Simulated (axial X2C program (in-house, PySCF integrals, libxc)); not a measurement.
# SeBr⁺ along the bond: PBE0, two-component

Calculated with an in-house all-electron X2C program for linear molecules (integrals from PySCF). Two-component (2c) means X2C with spin–orbit coupling and atomic mean-field two-electron Coulomb and Gaunt terms. Basis: Br dyall-cv3z [8s9p6d4f1g], Se dyall-cv3z [8s9p6d4f1g] (cores contracted in-house); Gaussian nuclei, density fitting, unrestricted open shells. Masses: Br 78.918 u, Se 79.917 u.

State: Ω = 1 (⟨Sz⟩ = 1.00, ⟨Lz⟩ = 0.00 at PBE0). Dipoles are positive if Se is the positive end and refer to the centre of mass.

Results along the bond:

```
R (Å)  μ (D)  HOMO (eV)  LUMO (eV)
1.894  0.266     -14.14     -10.80
1.981  0.544     -14.33     -10.99
2.046  0.761     -14.46     -11.12
2.112  0.981     -14.57     -11.24
2.177  1.202     -14.68     -11.34
2.253  1.459     -14.77     -11.46
2.329  1.712     -14.84     -11.56
2.427  2.028     -14.88     -11.67
2.547  2.394     -14.86     -11.76
2.721  2.870     -14.69     -11.80
```

The state is a single determinant with fixed occupations, the lowest that a limited PBE0 search found. Density functionals use the spin component along the axis (collinear). Other states lie close and PBE0, whose exact exchange favours high spin, may order them wrongly; the determinant shown need not be the ground state. The nearest other 2c determinant of the search, Ω = 0, lies 0.50 eV up at the distance of the search. With several unpaired electrons one determinant need not be a pure state. Open-shell Ω = 0 determinants with evenly filled partner blocks cannot be reached by this program, so the Ω shown need not be the lowest component. This is the Ω = 1 component of a π² triplet; the 0⁺ component is not one determinant and can lie lowest.
